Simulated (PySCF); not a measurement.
**An excited-state table with gaps**

Compound: C4H7ClO2Si.
Structure used (GFN2-xTB), in Å, numbered top down from 1:
```xyz
15
C4H7ClO2Si angstrom
O     -1.0341    2.4167   -0.7258
C     -1.3810    1.3088   -0.6521
C     -1.9080    0.1241   -0.5344
Cl    -3.6599    0.0685   -0.5997
C     -1.1667   -1.1775   -0.4393
C      0.1915   -0.9193    0.2097
O      0.7933    0.1585   -0.4398
Si     2.2347    0.8620   -0.1592
H     -1.7423   -1.8855    0.1575
H     -1.0234   -1.6002   -1.4385
H      0.8260   -1.8101    0.1321
H      0.0603   -0.6799    1.2723
H      2.2934    1.3962    1.2037
H      2.2002    1.8666   -1.2042
H      3.3117   -0.1212   -0.3096
```

The calculation used TDDFT CAM-B3LYP/def2-SVPD, vertical, gas phase, core orbitals frozen in the response in PySCF.

Lowest singlets, with some entries withheld (?).

```tsv
state	E (eV)	f	main configurations (H = HOMO, L = LUMO)
S1	2.94	?	H→L (97%)
S2	6.00	?	H→L+1 (61%), H→L+4 (10%), H→L+3 (8%)
S3	6.30	?	H-2→L (59%), H-1→L (24%), H-3→L (13%)
S4	6.55	?	H→L+6 (26%), H-4→L (17%), H→L+3 (13%)
S5	6.64	?	H-1→L (64%), H-2→L (21%)
S6	6.84	?	H→L+1 (30%), H→L+3 (26%), H→L+2 (12%)
S7	6.95	?	H→L+4 (50%), H→L+3 (18%), H→L+5 (8%)
S8	7.05	?	H-3→L (26%), H→L+7 (20%), H→L+5 (14%)
```

**Question.** Supply the missing values.

**Answer.** 
- S1: f = 0.0000
- S2: f = 0.0045
- S3: f = 0.017
- S4: f = 0.0072
- S5: f = 0.019
- S6: f = 0.0054
- S7: f = 0.0084
- S8: f = 0.046

**Question.** How far apart are S1 and S2, in eV and cm⁻¹?

**Answer.** 5.996 − 2.945 = 3.051 eV, or about 24610 cm⁻¹.

**Question.** Which level carries the most intensity, and what share of the listed sum of f?

**Answer.** S8, with f = 0.046 of 0.107, 43%.

**Question.** What is the mean static polarisability from the same response equations?

**Answer.** 92.7 au (13.73 Å³), with principal values 71.7, 93.7 and 112.6 au.

One conformer stands for the species.
